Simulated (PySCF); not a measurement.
**Relaxation of triplet CoCl₃**

These are results of PySCF, UPBE0, basis Co def2-TZVP, Cl def2-TZVP (no relativity, density fitting), not measurements. A (50,194) grid was used.

A hand-made T-shaped start, of C2v symmetry, held to at least that symmetry:

```xyz
4
charge 0 multiplicity 3, angstrom
Co    0.0000    0.0000   -0.4795
Cl    0.0000    0.0000    1.6205
Cl    2.0987    0.0000   -0.4062
Cl   -2.0987    0.0000   -0.4062
```

At each step, columns x, y, z (Å) and Fx, Fy, Fz (eV/Å):

```
step 0  E − E(last) = 32.25 kJ/mol
Co   0.000   0.000  -0.479   0.000   0.000   1.063
Cl   0.000   0.000   1.621   0.000   0.000   0.602
Cl   2.099   0.000  -0.406   0.205   0.000  -0.833
Cl  -2.099   0.000  -0.406  -0.205   0.000  -0.833
step 1  E − E(last) = 16.00 kJ/mol
Co   0.000   0.000  -0.419   0.000   0.000   0.768
Cl   0.000   0.000   1.683   0.000   0.000   0.330
Cl   2.101   0.000  -0.467   0.000   0.000  -0.549
Cl  -2.101   0.000  -0.467   0.000   0.000  -0.549
step 2  E − E(last) = 2.28 kJ/mol
Co   0.000   0.000  -0.315   0.001   0.000   0.184
Cl   0.000   0.000   1.784   0.000   0.000   0.103
Cl   2.093   0.000  -0.570  -0.228   0.000  -0.144
Cl  -2.093   0.000  -0.570   0.228   0.000  -0.144
step 3  E − E(last) = 0.39 kJ/mol
Co   0.000   0.000  -0.274   0.000   0.000   0.016
Cl   0.000   0.000   1.827   0.000   0.000   0.022
Cl   2.078   0.000  -0.612  -0.188   0.000  -0.019
Cl  -2.078   0.000  -0.612   0.187   0.000  -0.019
step 4  E − E(last) = 0.04 kJ/mol
Co   0.000   0.000  -0.259   0.000   0.000   0.005
Cl   0.000   0.000   1.843   0.000   0.000  -0.022
Cl   2.066   0.000  -0.628  -0.078   0.000   0.009
Cl  -2.066   0.000  -0.628   0.078   0.000   0.009
step 5  E − E(last) = 0.00 kJ/mol
Co   0.000   0.000  -0.257   0.000   0.000   0.017
Cl   0.000   0.000   1.845   0.000   0.000  -0.026
Cl   2.060   0.000  -0.630  -0.014   0.000   0.005
Cl  -2.060   0.000  -0.630   0.014   0.000   0.005
step 6  E − E(last) = 0.00 kJ/mol
Co   0.000   0.000  -0.257   0.000   0.000   0.013
Cl   0.000   0.000   1.844   0.000   0.000  -0.015
Cl   2.060   0.000  -0.629   0.000   0.000   0.001
Cl  -2.060   0.000  -0.629   0.001   0.000   0.001
```

It ends at C2v with Co–Cl 2.093 Å (×2), Co–Cl 2.100 Å; Cl–Co–Cl 100.2° (×2), Cl–Co–Cl 159.6° (after a last refinement on a finer grid). A frequency run shows a minimum.

Other spin states or occupations of the open shell can lie lower. At this level a quintet minimum of D3h symmetry lies 84 kJ/mol below this structure.
